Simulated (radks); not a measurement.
All-electron atom: the palladium ion Pd2+ in [Kr] 4d7 6s1 (not the ground configuration).

Method: scalar-relativistic Kohn-Sham, r2SCAN, spin-polarised, spherical densities, finite nucleus; open shells are filled with parallel spins first (spin-orbit coupling, left out, can overturn this in heavy ions); meta-GGA in the generalised Kohn-Sham scheme; Fermi nuclear charge, rms radius 4.5318 fm; computed with a radial shooting solver on a logarithmic mesh with Libxc functionals.

Energy parts (eV):
| part | energy |
|---|---|
| total | -137272.220 |
| kinetic | 142391.933 |
| electron-nucleus | -330205.585 |
| Hartree | 54440.138 |
| exchange-correlation | -3898.707 |

Orbitals (lengths in bohr, moments of r in powers of bohr):
orbital  occ.  eigenvalue (eV)      <r>
1s up       1        -24249.79  0.03186
1s down     1        -24249.80  0.03186
2s up       1        -3585.273   0.1383
2s down     1        -3584.427   0.1383
2p up       3        -3215.200   0.1206
2p down     3        -3214.576   0.1206
3s up       1        -681.3759   0.3783
3s down     1        -681.1608   0.3784
3p up       3        -558.7895   0.3781
3p down     3        -558.4814   0.3781
3d up       5        -364.7071   0.3575
3d down     5        -364.0598   0.3576
4s up       1        -124.0430   0.9424
4s down     1        -120.9103   0.9399
4p up       3         -88.6292    1.027
4p down     3         -85.3435    1.025
4d up       5         -37.3339    1.298
4d down     2         -34.0545    1.316
6s up       1         -10.5585    5.201

The highest occupied level is 6s up at -10.559 eV. Spin moment in Bohr magnetons: 4. The electron density at the nucleus is 1.359e+05 e/bohr^3 (large components only). Summed over all electrons, <r^2> = 56.23 bohr^2, which gives a Langevin (diamagnetic) susceptibility term of -44.5 x 10^-6 cm^3/mol.
